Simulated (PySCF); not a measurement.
Compound: C₄H₃F₃GeO.
Geometry (PBE0-D3(BJ)/def2-SVP, Å), atoms numbered from 1 in this order:
```xyz
12
C4H3F3GeO angstrom
C      3.3626   -0.2332    0.1041
C      2.2477    0.2450    0.1768
Ge     0.4927    0.9380    0.2630
C     -0.6871   -0.4733   -0.5597
O     -0.3126   -1.2413   -1.3959
C     -2.1469   -0.5132   -0.0646
F     -2.9207   -1.2625   -0.8229
F     -2.1716   -0.9811    1.1829
F     -2.6303    0.7339   -0.0456
H      4.3508   -0.6528    0.0335
H      0.3788    2.2048   -0.5935
H      0.0762    1.2075    1.7129
```

Linear response at CAM-B3LYP/def2-SVPD (PySCF, frozen core in the response, non-relativistic). Relativistic effects, spin–orbit coupling among them, are left out although an element past zinc is present.

Static isotropic polarisability: 80.05 au (11.86 Å³), principal values 63.2, 77.5, 99.5 au.

Problem. What is the polarisability at 1064 nm and at the sodium D line?

Solution. 80.78 au at 1064 nm (+0.9 %), 82.55 au at 589.3 nm (+3.1 %). The rise at 589.3 nm is 3.38 times that at 1064 nm; a pure ω² law gives 3.26. The lowest singlet lies at 352 nm, shorter than both wavelengths.

Problem. What is the isotropic C6 coefficient between two such molecules, C6 = (3/π)∫α(iω)² dω?

Solution. 2591 au (Eh·bohr⁶) by a ten-point quadrature over imaginary frequencies, which is 1550 eV·Å⁶ or 149 J·nm⁶/mol.

Problem. Which effective excitation energy ω̄ makes London's formula C6 = (3/4)α²ω̄ exact here?

Solution. ω̄ = 4·C6/(3α²) = 0.539 Eh = 14.7 eV. A one-pole form α(ω) = α/(1 − ω²/ω̄²) fitted to the 1064 nm value gives 12.2 eV. London's choice of the ionisation energy (10.11 eV, ΔSCF at the same level) gives C6 = 1790 au, 31 % too low.

Problem. The lowest 10 singlets have (eV, f): 3.52, 0.001; 5.97, 0.001; 6.17, 0.004; 6.18, 0.005; 6.42, 0.008; 6.52, 0.001; 7.14, 0.059; 7.42, 0.105; 7.57, 0.033; 7.88, 0.002. What share of the static polarisability do they carry in the sum over states α = Σ f/ω²?

Solution. 3.13 au, 3.9 % of α; the largest term, 1.41 au, is that of the state at 7.42 eV. Their oscillator strengths add up to 0.22. Higher states carry the rest.

Problem. What does −C6/R⁶ come to at R = 12 Å between centres?

Solution. -50 J/mol. This is the leading, orientation-averaged term; C8 and higher terms are left out.

Problem. What n − 1 at the D line would an ideal gas of it have at 273.15 K and 1 atm (2.6868 × 10¹⁹ cm⁻³), by n − 1 = 2π·N·α′?

Solution. 20.65 × 10⁻⁴, a formal value whether or not that pressure can be reached.

Problem. How anisotropic is the static polarisability, by Δα² = ½[(α1 − α2)² + (α2 − α3)² + (α3 − α1)²]?

Solution. Δα = 31.6 au, or 0.40 of the isotropic value.

Problem. What molar refraction at the D line follows from R = (4π/3)·N_A·α′, with α′ the polarisability volume?

Solution. α′ = 12.23 Å³ gives R = 30.86 cm³/mol, for isolated, non-vibrating species.

Problem. What three-body coefficient follows from the one-pole estimate C9 = (3/4)·α·C6?

Solution. 156000 au. This is an estimate from the two numbers above, not a computed integral.

One conformer stands for the species.
